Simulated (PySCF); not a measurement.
## Electronic absorption of C5H12P2

C5H12P2.
InChI=1S/C5H12P2/c1-5(2)7(3)4-6/h1,4,6H2,2-3H3

Method used: TDDFT PBE0/def2-SVPD, vertical, gas phase, core orbitals frozen in the response (PySCF 2.14.0, density-fitted response routines). One conformer (not necessarily the lowest) at the GFN2-xTB geometry, without solvent, vibrations or thermal averaging. Torsions of this conformer, `[CH2:1]=[C:2]([CH3:3])[P:4]([CH3:5])[CH2:6][PH2:7]`: C1–C2–P4–C5 150°, C2–P4–C6–P7 73°, H–P7–C6–P4 -49°, H–P7–C6–P4 43°.

Q: List the vertical singlet excitations with oscillator strengths and describe the spectrum.

A: 

| state | E (eV) | ν̃ (cm⁻¹) | f | main configurations (H = HOMO, L = LUMO) |
| --- | --- | --- | --- | --- |
| S1 | 5.13 | 41420 | 0.013 | H→L (97%) |
| S2 | 5.80 | 46760 | 0.0072 | H-1→L (95%) |
| S3 | 6.05 | 48810 | 0.037 | H→L+1 (95%) |
| S4 | 6.32 | 51000 | 0.011 | H-1→L+1 (80%), H→L+2 (8%) |
| S5 | 6.39 | 51560 | 0.090 | H→L+2 (87%) |
| S6 | 6.71 | 54140 | 0.0080 | H→L+3 (88%) |
| S7 | 6.78 | 54680 | 0.049 | H-1→L+2 (81%) |
| S8 | 6.89 | 55540 | 0.137 | H-2→L (62%), H→L+4 (17%) |

Triplets (Tamm–Dancoff): T1 4.20 eV, H-2→L (65%), H→L (27%); T2 4.89 eV, H→L (60%), H-2→L (23%), H→L+2 (9%); T3 5.33 eV, H-1→L+1 (34%), H-1→L (30%), H-1→L+2 (15%).

The lowest singlet lies at 5.13 eV (241 nm, ultraviolet) and is weak; its leading configuration is HOMO→LUMO (97%). The strongest level in the table is S8 at 6.89 eV (180 nm, f = 0.137). It is the last of those listed, so stronger ones may follow. Löwdin shares by element: HOMO phosphorus 56% or more, carbon 28% or more (atoms not listed hold the other 15%); LUMO carbon 60% or more, phosphorus 7% or more, hydrogen 6% or more (atoms not listed hold the other 26%). The oscillator strengths of these states sum to 0.353; summed over the whole spectrum of an exact calculation they would give the number of electrons, 72 (Thomas–Reiche–Kuhn). Weighted by f, the mean energy of these states is 6.55 eV. Orbital energies (eV): HOMO-3 -8.98, HOMO-2 -7.68, HOMO-1 -7.02, HOMO -6.66, LUMO -0.22, LUMO+1 0.40, LUMO+2 0.75. Singlets were solved by full linear response, triplets in the Tamm–Dancoff approximation.
